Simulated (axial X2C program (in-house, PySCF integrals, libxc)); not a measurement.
## Ω levels of FeCN⁺ from open-shell CI on d5 s1 p(π)0

Calculated with an axial X2C code built on PySCF integrals: two-component X2C with atomic mean-field Coulomb and Gaunt terms, basis Fe dyall-v3z, C dyall-v3z, N dyall-v3z (cores contracted in-house). Orbitals come from Hartree–Fock averaged over the configuration Fe d5 s1 p(π)0; CI then distributes these electrons over the d, s, p(π) shells of Fe.

Fe–C–N held linear, bonds 1.951 and 1.160 Å (the second held) (near the minimum of the configuration average).

Active spinors (ω > 0):

```csv
shell,ω,ε (eV),character
d,3/2,-19.71,100% Fe d
d,5/2,-19.59,100% Fe d
d,1/2,-19.16,96% Fe d
d,3/2,-19.10,96% Fe d
d,1/2,-18.31,"85% Fe d, 4% Fe s, 4% C p"
s,1/2,-11.21,"56% Fe s, 35% Fe p, 6% C p"
p(π),1/2,-4.85,"87% Fe p, 4% C d, 4% N p"
p(π),3/2,-4.81,"87% Fe p, 4% C d, 4% N p"
```

Lowest levels of this model:

| Ω | energy (cm⁻¹) | g∥ | configuration |
| --- | --- | --- | --- |
| 3 | 0 | 12.01 | 100% d5 s1 |
| 2 | 0 | 8.01 | 100% d5 s1 |
| 1 | 0 | 4.00 | 100% d5 s1 |
| 0 | 0 | 0.00 | 100% d5 s1 |
| 0 | 3857 | 0.00 | 55% d6 + 45% d5 s1 |
| 1 | 3861 | 4.00 | 54% d6 + 45% d5 s1 |
| 2 | 3873 | 8.01 | 54% d6 + 45% d5 s1 |
| 3 | 8658 | 9.57 | 95% d6 |
| 2 | 8731 | 5.59 | 95% d6 |
| 4 | 8829 | 12.01 | 97% d6 |
| 1 | 8832 | 1.66 | 95% d6 |
| 0 | 8952 | 0.00 | 94% d6 |
| 0 | 8956 | 0.00 | 95% d6 |
| 3 | 9077 | 8.44 | 97% d6 |
| 1 | 9096 | 6.00 | 94% d6 |
| 2 | 9244 | 4.42 | 97% d6 |
| 0 | 9484 | 0.00 | 97% d6 |
| 0 | 9485 | 0.00 | 97% d6 |
| 0 | 14915 | 0.00 | 57% d5 s1 + 43% d6 |

g∥ is the magnitude of 2⟨Lz + ge Sz⟩ for the +Ω component.

From Ω and g∥ of the lowest level, whose 2⟨Lz + ge Sz⟩ is positive, find ⟨Sz⟩ and ⟨Lz⟩ (ge = 2.0023).

Ω = ⟨Lz⟩ + ⟨Sz⟩ = 3 and ⟨Lz⟩ + ge⟨Sz⟩ = 6.005, so ⟨Sz⟩ = 3.00 and ⟨Lz⟩ = 0.00.

Occupations of the active spinors in the lowest level by ω, shell by shell in order of energy: -5/2: 0.00; -3/2: 0.99 0.01 0.00; -1/2: 1.00 0.00 0.00 0.00; 1/2: 0.01 0.99 1.00 0.00; 3/2: 0.01 0.99 0.00; 5/2: 1.00. The leading determinant has weight 0.97 among 658.

This point took 2.3 s on 1 thread of Arm Neoverse V1 (shared host).

There is no dynamic correlation: spin–orbit spacings and, for f shells, spacings inside one term are the most reliable numbers, splittings between terms come out too wide, and energies between configurations are not reliable, so the lowest level need not be the ground state of the molecule. For d shells the ligand-field splittings (σ, π, δ) and their order can be off by a thousand cm⁻¹ or more. At most 4 roots were kept for each Ω > 0 (twice that for Ω = 0) within 3.2 eV of the lowest, so higher up levels can be missing between those listed; levels with Ω > 0 are doubly degenerate and listed once, Ω = 0 levels singly. States that fill the shells left empty in the average are placed too high. The molecule was held linear; bending was not examined.
